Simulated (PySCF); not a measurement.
**Correlation energy of Ta⁴⁵⁺ (tantalum, charge +45)**

Starting occupation: [Ar] 3d10. Computed with PySCF 2.14 in an even-tempered Gaussian basis (18 s from 3.7 bohr⁻², ratio 2.6; 15 p from 4.8 bohr⁻², ratio 2.6; 10 d from 4.8 bohr⁻², ratio 2.6; 5 f from 4.9 bohr⁻², ratio 2.8), with X2C-1e with screened-nucleus spin-orbit coupling, Gaussian nucleus. Frozen: [Ar]; 10 electrons correlated; the 98 highest virtual spinors left out.

MP2 pair energies summed by pair of shells (mhartree):

```json
{"pair": "3d3/2-3d5/2", "energy": "-188.81", "share (%)": "49.7"}
{"pair": "3d5/2-3d5/2", "energy": "-133.58", "share (%)": "35.1"}
{"pair": "3d3/2-3d3/2", "energy": "-57.72", "share (%)": "15.2"}
```

Total MP2 correlation energy: -380.11 mhartree.

The virtual space was cut to 70 spinors, which keep -375.73 of the -380.11 mhartree of MP2 correlation.

```csv
level,correlation energy (mhartree)
CCSD,-372.14
(T),-0.16
CCSD(T),-372.30
```

Diagnostics: T1 = 5.1e-05, largest double amplitude 0.005.

Cost of the coupled-cluster step: 65 s of wall time on 1 thread of Neoverse-V2 (shared host), for 10 occupied and 70 virtual spinors.

Iterations:

```
Init t2, MP2 energy = -0.375729283759296
CCSD nocc = 10, nmo = 80
Init t2, MP2 energy = -0.375729283759296
Init E_corr(GCCSD) = -0.375729283759296
cycle = 1  E_corr(GCCSD) = -0.372063362817047  dE = 0.00366592094  norm(t1,t2) = 0.000581604
cycle = 2  E_corr(GCCSD) = -0.372138186841452  dE = -7.48240244e-05  norm(t1,t2) = 1.38477e-05
cycle = 3  E_corr(GCCSD) = -0.37213787568067  dE = 3.11160782e-07  norm(t1,t2) = 5.62352e-07
cycle = 4  E_corr(GCCSD) = -0.37213792240526  dE = -4.67245904e-08  norm(t1,t2) = 1.97101e-08
cycle = 5  E_corr(GCCSD) = -0.372137922660616  dE = -2.55356236e-10  norm(t1,t2) = 2.51694e-10
GCCSD converged
E(GCCSD) = -14214.39570913958  E_corr = -0.3721379226606163
```

At this charge the one-electron X2C treatment keeps the bare 1/r₁₂, with no two-electron picture change or Breit term. The effect here is smaller than on the frozen 1s shell.
